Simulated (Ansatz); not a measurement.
Pulling on the Ge1–H4 bond in FGeH3O (SMILES [OH][GeH2][F]) (multiplicity 1 held, fragments rigid). Energies count from the point at 1.527 Å.
Geometry at that point (charge 0, multiplicity 1):
```xyz
6

Ge    -0.2275    -0.2509     0.0266
O      1.4557    -0.4002    -0.5045
F     -0.5458     1.4465     0.3099
H     -1.0848    -0.6963    -1.1554
H     -0.4698    -0.9323     1.3808
H      2.0998    -0.1604     0.1698
```

Signs of static correlation in cc-pVTZ, with CASSCF(2,2), from Ansatz (a quantum-chemistry and plane-wave program) runs.

```
R (Å)  T1 of restricted CCSD  ⟨S²⟩ of UHF  largest double amplitude of restricted CCSD  weight of the CASSCF reference in MRCISD  CASSCF natural occupations
-----  ---------------------  -----------  -------------------------------------------  ----------------------------------------  --------------------------
1.221                  0.012        0.000                                        0.014                                     0.896                   1.99 0.01
1.374                  0.012        0.000                                        0.019                                     0.896                   1.99 0.01
1.527                  0.012        0.000                                        0.032                                     0.895                   1.98 0.02
1.679                  0.012        0.000                                        0.045                                     0.895                   1.97 0.03
1.832                  0.013        0.000                                        0.039                                     0.895                   1.96 0.04
2.061                  0.013        0.000                                        0.121                                     0.895                   1.92 0.08
2.290                  0.015        0.328                                          ___                                     0.896                   1.87 0.13
2.672                  0.019          ___                                        0.293                                     0.896                   1.73 0.27
3.053                  0.027        0.918                                        0.430                                     0.897                   1.55 0.45
3.511                  0.038        0.980                                        0.596                                     0.897                   1.33 0.67
4.122                  0.047        1.001                                        0.763                                     0.897                   1.15 0.85
4.885                  0.051        1.005                                        0.868                                     0.897                   1.05 0.95
```

**Question.** Complete the blanks.

**Answer.** 
- 2.290, largest double amplitude of restricted CCSD: 0.178
- 2.672, ⟨S²⟩ of UHF: 0.763

Doubts at one or more of the structures used: a restricted determinant that unrestricted orbitals would lower (R-CCSD(T)/cc-pVTZ); other coupled-cluster roots lie near (R-CCSD(T)/cc-pVTZ); T1 above 0.05 (R-CCSD(T)/cc-pVTZ, U-CCSD(T)/cc-pVTZ); a spin-contaminated determinant (U-CCSD(T)/cc-pVTZ).
